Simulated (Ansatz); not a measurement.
Ag4F3⁺ (the lowest singlet isomer of a short search). Charge 1, multiplicity 1. Geometry r2SCAN-D4/def2-SVP, basis def2-TZVP, Ansatz.

```xyz
7

Ag   -1.232    0.355   -1.980
Ag   -1.304   -0.927    1.736
Ag    1.094   -1.101   -0.358
Ag    1.204    1.910    0.680
F    -1.240   -1.251   -0.454
F     0.709   -0.005    1.675
F     0.769    1.018   -1.299
```

```csv
run,HOMO (eV),LUMO (eV)
A,-11.71,-6.92
B,-11.30,-7.30
C,-10.31,-7.71
D,-11.52,-7.38
E,-10.19,-8.07
```

In the def2 sets Ag takes a core potential; there is no spin–orbit coupling. B3LYP takes the VWN-RPA correlation. HSE06 is defined as in plane-wave codes, on full-range PBE exchange. No other spin state of charge 1 was run. Another isomer (singlet) lies 0.06 eV lower at PBE-D4/def2-TZVP; other spin states weren't run for this one.

Question: The runs used B3LYP, HSE06, PBE, PBE0, r2SCAN. Estimate which is which.

Answer: A PBE0 (25 % exact exchange); B HSE06 (range-separated); C r2SCAN (0 % exact exchange); D B3LYP (20 % exact exchange); E PBE (0 % exact exchange). Exact exchange lowers occupied and raises empty levels; among semilocal functionals meta-GGAs tend to open the gap a little, and such runs are hard to tell apart. The gap grows from 2.12 eV (PBE) to 4.78 eV (PBE0).
